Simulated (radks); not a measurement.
Values are calculated unless marked as measured or tabulated.
Ionisation of Ru+, [Kr] 4d7, to Ru2+, [Kr] 4d6, under several functionals. Scalar-relativistic Kohn-Sham, spin-polarised, spherical densities, point nucleus; open shells are filled with parallel spins first (spin-orbit coupling, left out, can overturn this in heavy ions); a radial shooting solver on a logarithmic mesh with Libxc functionals.

[
 {"functional": "LDA (Slater exchange, Perdew-Wang correlation)", "E(Ru+) (hartree)": "-4526.04709", "Exc (hartree)": "-128.73934", "IE (eV)": "17.134", "-e(HOMO) (eV)": "11.773", "<r> HOMO (bohr)": "1.670", "IE error (eV)": "+0.374"},
 {"functional": "revPBE", "E(Ru+) (hartree)": "-4530.75376", "Exc (hartree)": "-133.51231", "IE (eV)": "16.607", "-e(HOMO) (eV)": "11.274", "<r> HOMO (bohr)": "1.666", "IE error (eV)": "-0.153"},
 {"functional": "OLYP", "E(Ru+) (hartree)": "-4532.38420", "Exc (hartree)": "-135.25654", "IE (eV)": "16.596", "-e(HOMO) (eV)": "11.201", "<r> HOMO (bohr)": "1.667", "IE error (eV)": "-0.164"},
 {"functional": "BP86", "E(Ru+) (hartree)": "-4531.46777", "Exc (hartree)": "-134.22372", "IE (eV)": "16.884", "-e(HOMO) (eV)": "11.552", "<r> HOMO (bohr)": "1.665", "IE error (eV)": "+0.124"},
 {"functional": "AM05", "E(Ru+) (hartree)": "-4526.26857", "Exc (hartree)": "-128.97608", "IE (eV)": "16.760", "-e(HOMO) (eV)": "11.413", "<r> HOMO (bohr)": "1.664", "IE error (eV)": "0.000"},
 {"functional": "PBE", "E(Ru+) (hartree)": "-4530.53880", "Exc (hartree)": "-133.28869", "IE (eV)": "16.717", "-e(HOMO) (eV)": "11.383", "<r> HOMO (bohr)": "1.669", "IE error (eV)": "-0.043"},
 {"functional": "LDA (Slater exchange, VWN5 correlation)", "E(Ru+) (hartree)": "-4526.06523", "Exc (hartree)": "-128.75795", "IE (eV)": "17.132", "-e(HOMO) (eV)": "11.771", "<r> HOMO (bohr)": "1.669", "IE error (eV)": "+0.372"},
 {"functional": "PW91", "E(Ru+) (hartree)": "-4531.29073", "Exc (hartree)": "-134.05023", "IE (eV)": "16.797", "-e(HOMO) (eV)": "11.458", "<r> HOMO (bohr)": "1.667", "IE error (eV)": "+0.037"}
]

NIST Atomic Spectra Database: 16.8 eV (semi-empirical). Closest: AM05. The Delta-SCF values span 0.54 eV, the total energies 6.34 hartree. The highest occupied level is 4d. Open shells are spherical and high-spin; term and fine-structure splittings are not resolved.
